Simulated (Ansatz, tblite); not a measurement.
Isomers of Mg$_{2}$Se$_{2}$ (singlet), found by a short tight-binding search and relaxed with r2SCAN-D4/def2-SVP in Ansatz.

The xTB rows come from tblite. B3LYP takes the VWN-RPA correlation. Correlated methods freeze 20 core orbitals; core or outer-core shells of Mg, Se are correlated, in sets that lack core-valence functions.

Run but left out: HF/def2-TZVPP (A: restricted singlet, unstable towards broken spin symmetry).

A: The restricted singlet is unstable towards broken spin symmetry in Hartree–Fock (as tested in another run); at PBE-D4/def2-TZVP, BLYP-D4/def2-TZVP, r2SCAN-D4/def2-TZVP, B3LYP-D4/def2-TZVP and others this wasn't settled. At CCSD(T)/def2-TZVPP the restricted singlet (for correlated methods, its reference) is unstable: a solution with broken spin symmetry lies lower.

Other spin states were run for one of them alone.

A:

```xyz
4

Mg   -0.3748    0.9596   -1.3232
Mg    1.4570    0.4524    0.6961
Se    0.0545   -1.4904   -0.4248
Se   -1.1367    0.0785    1.0519
```

B:

Cartesian coordinates in Å:
```
Mg -0.568 -0.921 -0.824
Mg 0.568 0.921 0.824
Se -1.675 -0.029 1.188
Se 1.675 0.029 -1.187
```

Estimate their order by electronic energy at PBE0-D4/def2-TZVP, counted from the lowest.

B (0.0) < A (51.9), in kcal/mol.

Do the other levels pick the same lowest one?

All that were run do. Energies above each level's lowest (kcal/mol):

```
              level     A    B
           GFN1-xTB  34.1  0.0
           GFN2-xTB  50.5  0.0
   PBE-D4/def2-TZVP  46.3  0.0
  BLYP-D4/def2-TZVP  48.0  0.0
r2SCAN-D4/def2-TZVP  55.5  0.0
 B3LYP-D4/def2-TZVP  52.6  0.0
  PBE0-D4/def2-TZVP  51.9  0.0
     MP2/def2-TZVPP  54.7  0.0
    CCSD/def2-TZVPP  54.0  0.0
 CCSD(T)/def2-TZVPP  50.2  0.0
```
Point groups (tolerance 0.1 Å): A C2v, B D2h. Lower isomers may exist.
